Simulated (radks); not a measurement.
The numbers below are computed, except where a source is named.
Charge is removed step by step from the 1s level of Kr2+, starting from [Ar] 3d10 4s2 4p4. Code: a radial shooting solver on a logarithmic mesh with Libxc functionals. Model: scalar-relativistic Kohn-Sham, PBEsol, spin-unpolarised, spherical densities, point nucleus.

removed (e)  E - E(0) (eV)  eigenvalue (eV)  E minus straight line (eV)
0                    0.000         -14174.2                       0.000
0.25                3556.7         -14288.5                     -42.633
0.5                 7141.9         -14402.4                     -56.743
0.75               10755.5         -14515.6                     -42.463
1                  14397.3         -14627.8                       0.000

Removing the whole electron costs 14397.3 eV by Delta-SCF, against 14174.2 eV from minus the eigenvalue at the starting occupation. Slater's transition state (half an electron removed) gives 14402.4 eV. Integrating minus the eigenvalue over the occupation (Janak's theorem) gives 14401.9 eV. In this scalar-relativistic scheme the density is built from large components alone, so the theorem holds only approximately. The mean slope of the eigenvalue, de/dn, is 454 eV per electron.
